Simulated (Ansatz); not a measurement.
Mulliken charges of C$_{2}$H$_{5}$NOSn (`NC#[C][SnH2][OH]`) from B3LYP/def2-TZVPP in Ansatz (PBE0-D4/def2-TZVP geometry).

```
atom   x (Å)   y (Å)   z (Å)  charge (e)
  N1   2.567   1.106  -0.123      -0.317
  C2   1.397   0.475  -0.009       0.227
  C3   0.356  -0.137   0.117      -0.581
 Sn4  -1.395  -1.198   0.342       0.979
  O5  -2.847  -0.092  -0.401      -0.574
  H6   2.699   1.919   0.458       0.181
  H7   2.934   1.211  -1.056       0.181
  H8  -1.363  -2.635  -0.569      -0.135
  H9  -1.761  -1.439   1.986      -0.135
 H10  -2.505   0.738  -0.742       0.174
```

Problem. By hand: the dipole of these point charges (1 e Å = 4.8032 D).

Solution. Σ q r = (0.570, -0.038, 0.105) e Å, of length 0.581 e Å = 2.79 D.

Problem. How does the dipole of the full density compare? (Best estimate.)

Solution. Ansatz gave: (0.714, 0.404, -0.080) e Å, 3.96 D; the point charges give 0.70 times that, at 37° from its direction.

Point charges leave out the atoms' own dipoles, such as those of lone pairs, and Mulliken's split depends on the basis, so the two needn't agree.

B3LYP here is the variant with VWN-RPA as its local correlation; programs differ in this.
